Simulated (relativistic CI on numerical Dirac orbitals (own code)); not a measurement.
Method of calculation: Dirac-Coulomb-Breit CI, KLI orbitals optimised for each configuration, QED by a radiative potential, unscaled Slater integrals (own radial code, finite nucleus).

The strongest absorption lines from the ground level of an ion, among the configurations computed and to levels below about 11000 eV (vacuum wavelength in Å, gf): 1.4007 (0.34), 1.4262 (1.1), 1.4473 (0.37), 1.5023 (0.038), 10.088 (0.23).

(1) Which ion is it?
A. La51+
B. Ho59+
C. Ho61+
D. Ir71+

Results:

(1) C. Ho61+ has 6 electrons and the ground level 2s2 2p2 3P_0; the strongest line goes to 2s2 2p 3d 3D°_1. The pattern of lines fixes the number of electrons, and along that sequence the line energies rise steadily with the charge (about as its square where n changes within one kind of shell, about linearly where n is kept but much faster in heavy ions where fine structure, which grows about as Z⁴, sets the gap, and irregularly where shells cross), which fixes Z. Configurations outside the model, such as inner-shell arrays, can give stronger lines. At this charge energies of transitions that change n are usually good to better than 1 %, and those within a shell (Δn = 0) to a few per cent.

LS names give the leading component of a level, which can be under half, so a name can repeat, a term be missing and a line seem to break the LS rules.
